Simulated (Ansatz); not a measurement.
Cartesian coordinates in Å:
```
F -0.6646 -0.7694 -1.2497
Si 0.0664 -0.0622 -0.0369
F 0.2338 -1.1842 1.0669
S -1.0250 1.5860 0.6815
H 1.3894 0.4298 -0.4618
```

The species carries charge 0 and has multiplicity 2.

**Question.** List the PBE0/def2-TZVPP orbital energies in eV (the Gaussian-basis code of Ansatz). (An estimate is asked.)

**Answer.** Computed: α occupied: -2423.68, -1805.16, -674.42, -674.42, -218.97, -163.04, -162.67, -162.55, -147.24, -101.94, -101.92, -101.88, -34.13, -33.59, -21.03, -16.27, -14.44, -13.95, -13.57, -12.77, -12.37, -12.02, -10.13, -9.66, -8.57. α empty: 0.59, 0.79, 0.98, 2.27, 3.68, 4.17, 4.86, 4.88. β occupied: -2423.53, -1805.16, -674.42, -674.42, -218.82, -162.59, -162.51, -162.46, -147.24, -101.94, -101.92, -101.88, -34.12, -33.59, -19.85, -16.15, -14.43, -13.88, -13.51, -12.76, -12.36, -11.82, -9.79, -8.21. β empty: -5.29, 0.62, 1.07, 1.28, 2.53, 3.90, 4.32, 4.93. ⟨S²⟩ = 0.755.
